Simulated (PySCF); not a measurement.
ReOF3, SMILES [O]=[Re]([F])([F])[F] (connectivity only; charge and spin as stated), neutral, multiplicity 3.

Coordinates come from a PBE0-D3(BJ)/def2-SVP optimisation. The multiplicity is an assumed one; other spin states were not compared. The def2 effective core potentials stand for the cores of Re; spin–orbit coupling is left out.

Two levels are set side by side: PBE/def2-TZVP (PySCF) and B3LYP/def2-TZVP (PySCF). Same geometry, gas phase. Differences are taken from unrounded values.

```csv
quantity,B3LYP
α-spin orbital gap (eV),4.48
β-spin orbital gap (eV),6.85
dipole moment (D),1.26
mean polarisability (bohr³),38.1
```

**Question.** What does PBE give, and how far is it from B3LYP? (An estimate is asked for; the answer gives what the named calculation found.)

**Answer.** 
```json
[
 {"quantity": "α-spin orbital gap (eV)", "PBE": "2.27", "PBE minus B3LYP": "-2.21"},
 {"quantity": "β-spin orbital gap (eV)", "PBE": "4.78", "PBE minus B3LYP": "-2.07"},
 {"quantity": "dipole moment (D)", "PBE": "1.06", "PBE minus B3LYP": "-0.20"},
 {"quantity": "mean polarisability (bohr³)", "PBE": "40.2", "PBE minus B3LYP": "2.1"}
]
```

Loosely held outer electrons make PBE densities more polarisable. Differences between two approximate levels are no errors against the true value.

Rough cost on one machine, each run with all the roots and properties that it gave: B3LYP against PBE within a factor of 2.
